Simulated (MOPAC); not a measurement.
A run for MOPAC: AM1 on ClFH2 (a complex), monomers drawn apart or pushed together.

```
AM1 1SCF PRECISE CHARGE=0 THREADS=1
ClFH2

F     -0.01249353 1    -0.08389304 1    -0.13913820 1
H      0.15444039 1     0.13382320 1     0.75090877 1
Cl    -0.02165728 1     0.44140828 1     2.78182397 1
H     -1.23632147 1     0.02399773 1     2.76299874 1
```

Program output:

```
*******************************************************************************
 **                                                                           **
 **                              MOPAC v23.2.5                                **
 **                                                                           **
 *******************************************************************************
 ** MOPAC's Digital Object Identifier: https://doi.org/10.5281/zenodo.6511958 **
 **                                                                           **
 ** Please cite the open-source release paper for use of this MOPAC version:  **
 ** J. E. Moussa and J. J. P. Stewart (2026)                                  **
 ** MOPAC: An open-source semiempirical molecular orbital program             **
 ** J. Open Source Softw., 11(119), 8025, https://doi.org/10.21105/joss.08025 **
 *******************************************************************************

                              AM1 CALCULATION RESULTS

 *******************************************************************************
 *  AM1        - The AM1 Hamiltonian to be used
 *
 *
 *
 *                 CHARGE ON SYSTEM = 0
 *
 *
 *
 *  PRECISE    - TIGHTER CRITERIA TO BE USED
 *  1SCF       - DO 1 SCF AND THEN STOP
 *  THREADS=1  - MULTI-THREADING NOT USED
 *  T=         - A TIME OF 172800.0 SECONDS REQUESTED
 *  DUMP=N     - RESTART FILE WRITTEN EVERY 7200.0 SECONDS REQUESTED
 *******************************************************************************
AM1 1SCF PRECISE CHARGE=0 THREADS=1
 ClFH2

   ATOM   CHEMICAL          X               Y               Z
  NUMBER   SYMBOL      (ANGSTROMS)     (ANGSTROMS)     (ANGSTROMS)

     1       F         -0.01249353  *  -0.08389304  *  -0.13913820  *
     2       H          0.15444039  *   0.13382320  *   0.75090877  *
     3      Cl         -0.02165728  *   0.44140828  *   2.78182397  *
     4       H         -1.23632147  *   0.02399773  *   2.76299874  *



          CARTESIAN COORDINATES

    NO.       ATOM           X           Y           Z

     1         F         -0.0125     -0.0839     -0.1391
     2         H          0.1544      0.1338      0.7509
     3        Cl         -0.0217      0.4414      2.7818
     4         H         -1.2363      0.0240      2.7630

  H: (AM1): M.J.S. DEWAR ET AL, J. AM. CHEM. SOC. 107 3902-3909 (1985)
  F: (AM1): M.J.S. DEWAR AND E. G. ZOEBISCH, THEOCHEM, 180, 1 (1988).
 Cl: (AM1): M.J.S. DEWAR AND E. G. ZOEBISCH, THEOCHEM, 180, 1 (1988).

           Empirical Formula: H2 F Cl  =     4 atoms



      MOLECULAR POINT GROUP   :   Cs


      RHF CALCULATION, NO. OF DOUBLY OCCUPIED LEVELS = 8


 -------------------------------------------------------------------------------
 AM1 1SCF PRECISE CHARGE=0 THREADS=1
 ClFH2



     1SCF WAS SPECIFIED, SO BFGS WAS NOT USED
     SCF FIELD WAS ACHIEVED


                              AM1 CALCULATION
                                                       MOPAC v23.2.5 Linux




          FINAL HEAT OF FORMATION =        -91.04046 KCAL/MOL =    -380.91330 KJ/MOL


          COSMO AREA              =         80.56 SQUARE ANGSTROMS
          COSMO VOLUME            =         59.53 CUBIC ANGSTROMS

          IONIZATION POTENTIAL    =         12.853161 EV
          HOMO LUMO ENERGIES (EV) =        -12.853  1.270
          NO. OF FILLED LEVELS    =          8
          MOLECULAR WEIGHT        =         56.4672         POINT GROUP:  Cs

          MOLECULAR DIMENSIONS (Angstroms)

            Atom       Atom       Distance
            H     4    F     1     3.15147
           Cl     3    F     1     1.20679
            H     2   Cl     3     0.00018


          SCF CALCULATIONS        =          1





   ATOM   CHEMICAL          X               Y               Z
  NUMBER   SYMBOL      (ANGSTROMS)     (ANGSTROMS)     (ANGSTROMS)

     1       F         -0.01249353  *  -0.08389304  *  -0.13913820  *
     2       H          0.15444039  *   0.13382320  *   0.75090877  *
     3      Cl         -0.02165728  *   0.44140828  *   2.78182397  *
     4       H         -1.23632147  *   0.02399773  *   2.76299874  *

                             CARTESIAN COORDINATES

   1    F       -0.012493530    -0.083893040    -0.139138200
   2    H        0.154440390     0.133823200     0.750908770
   3   Cl       -0.021657280     0.441408280     2.781823970
   4    H       -1.236321470     0.023997730     2.762998740


           Empirical Formula: H2 F Cl  =     4 atoms



      MOLECULAR POINT GROUP   :   Cs


                  EIGENVALUES
 -47.65765 -37.77522 -17.40387 -17.11648 -13.68293 -13.67583 -13.01083 -12.85316
   1.26990   5.81480


              NET ATOMIC CHARGES AND DIPOLE CONTRIBUTIONS

  ATOM NO.   TYPE          CHARGE      No. of ELECS.   s-Pop       p-Pop
    1          F          -0.301873        7.3019     1.90265     5.39922
    2          H           0.282914        0.7171     0.71709
    3         Cl          -0.165797        7.1658     1.97972     5.18608
    4          H           0.184756        0.8152     0.81524
 DIPOLE           X         Y         Z       TOTAL
 POINT-CHG.    -0.852    -0.027     1.459     1.690
 HYBRID        -0.232     0.006     0.473     0.527
 SUM           -1.084    -0.020     1.932     2.216


          ATOMIC ORBITAL ELECTRON POPULATIONS

     Atom    s        px        py        pz
    1  F   1.90265   1.98015   1.96696   1.45211
    2  H   0.71709
    3 Cl   1.97972   1.28863   1.91571   1.98173
    4  H   0.81524

 **********************
 *                    *
 * JOB ENDED NORMALLY *
 *                    *
 **********************




 == MOPAC DONE ==
```

The run finished.

Cost: about 0.03 core-seconds (a rough figure).
